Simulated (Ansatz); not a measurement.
C2H5AsO2 (`CC(=O)O[AsH2]`), 10 atoms. The species carries charge 0 and has multiplicity 1. Correlated methods include outer-core shells of As, which these sets cover unevenly. Scalar relativity is left out up to krypton. All runs use 4 threads of an Arm Neoverse V1 on a shared host. Correlated methods freeze the cores.

Give the basis size and wall time and peak host memory of each of these runs in Ansatz. RKS BHLYP-D4/def2-TZVPP energy; RHF-MP2/def2-QZVPP energy; RKS r2SCANh-D4/def2-TZVPP energy; RKS PBE0-D4/def2-SVP energy; direct RPA on PBE orbitals/def2-TZVPP energy; RHF-CCSD(T)/def2-TZVPP energy; RHF-CCSD(T)/def2-SVP energy; RKS ωB97X-V/def2-TZVPP energy; RKS ωB97M-V/def2-SVP energy; RKS ωB97M-V/def2-QZVPP energy; RKS PBE0-D4/def2-TZVP frequencies; RKS PBE0-D4/def2-QZVPP energy. (An estimate is asked.)

Ansatz gave: Other jobs shared the machine, so times are rough.

| level | job | functions | wall time | peak host memory (GiB) |
| --- | --- | --- | --- | --- |
| RKS PBE0-D4/def2-SVP | energy | 113 | 1.4 s | 0.53 |
| RKS BHLYP-D4/def2-TZVPP | energy | 242 | 3.8 s | 0.67 |
| RKS ωB97M-V/def2-SVP | energy | 113 | 5.5 s | 0.53 |
| RKS r2SCANh-D4/def2-TZVPP | energy | 242 | 6 s | 0.65 |
| direct RPA on PBE orbitals/def2-TZVPP | energy | 242 | 6.5 s | 0.63 |
| RKS ωB97X-V/def2-TZVPP | energy | 242 | 9 s | 0.78 |
| RHF-CCSD(T)/def2-SVP | energy | 113 | 12 s | 0.61 |
| RKS PBE0-D4/def2-QZVPP | energy | 467 | 14 s | 1.7 |
| RKS ωB97M-V/def2-QZVPP | energy | 467 | 26 s | 2.1 |
| RHF-MP2/def2-QZVPP | energy | 467 | 42 s | 2.9 |
| RKS PBE0-D4/def2-TZVP | frequencies | 202 | 2.8 min | 0.57 |
| RHF-CCSD(T)/def2-TZVPP | energy | 242 | 4.4 min | 5.1 |
